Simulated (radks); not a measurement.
Values are calculated unless marked as measured or tabulated.
Ionisation of neutral indium, [Kr] 4d10 5s2 5p1, to In+, [Kr] 4d10 5s2, under several functionals. Dirac Kohn-Sham, spin-unpolarised, spherical densities, point nucleus; open shells fill j = l - 1/2 first; a radial shooting solver on a logarithmic mesh with Libxc functionals.

| functional | E(In) (hartree) | Exc (hartree) | IE (eV) | -e(HOMO) (eV) | <r> HOMO (bohr) | IE error (eV) |
|---|---|---|---|---|---|---|
| RPBE | -5883.54439 | -160.25381 | 5.491 | 2.583 | 3.691 | -0.296 |
| PBE | -5883.22178 | -159.92522 | 5.572 | 2.641 | 3.636 | -0.214 |
| exchange-only B88 | -5881.35947 | -158.02693 | 4.951 | 2.071 | 3.792 | -0.835 |
| AM05 | -5878.25781 | -154.89824 | 5.529 | 2.598 | 3.612 | -0.257 |
| B86b exchange with PBE correlation | -5883.91265 | -160.62589 | 5.591 | 2.656 | 3.622 | -0.195 |
| PBEsol | -5880.54374 | -157.20920 | 5.576 | 2.644 | 3.594 | -0.210 |
| BLYP | -5883.83695 | -160.53898 | 5.566 | 2.585 | 3.650 | -0.220 |
| Wu-Cohen GGA | -5882.48882 | -159.18407 | 5.570 | 2.630 | 3.577 | -0.217 |
| XLYP | -5884.37239 | -161.08108 | 5.602 | 2.616 | 3.671 | -0.184 |

NIST Atomic Spectra Database: 5.786 eV (measured). Closest: XLYP. The Delta-SCF values span 0.65 eV, the total energies 6.11 hartree. The highest occupied level is 5p1/2. Spin polarisation and multiplet splitting are left out, so open shells lie too high by an amount that depends on their filling.

Beside tabulated values, note that spin-unpolarised runs miss the spin-polarisation part of the exchange energy of open shells.
